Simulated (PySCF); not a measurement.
TiH4, SMILES [TiH4], multiplicity 1.

Geometry optimised at B3LYP-D3(BJ)/def2-TZVPD. The spin state was assumed, not searched.

Calculation: PySCF with r2SCAN/def2-TZVPD.

```
Quantity                                                                                                        Value
---------------------------------------------------------------------------------------------  ----------------------
total energy                                                                                       -851.70574 hartree
point group                                                                                                        Td
highest occupied level                                                                                       -7.81 eV
lowest empty level                                                                                           -4.08 eV
orbital gap                                                                                                   3.72 eV
dipole moment                                                                                                  0.00 D
quadrupole, principal values (traceless, Buckingham form, about the centre of nuclear charge)    0.00, 0.00, 0.00 D·Å
mean static polarisability                                                                       48.4 bohr³ (7.17 Å³)
polarisability, principal values                                                               48.4, 48.4, 48.4 bohr³
```
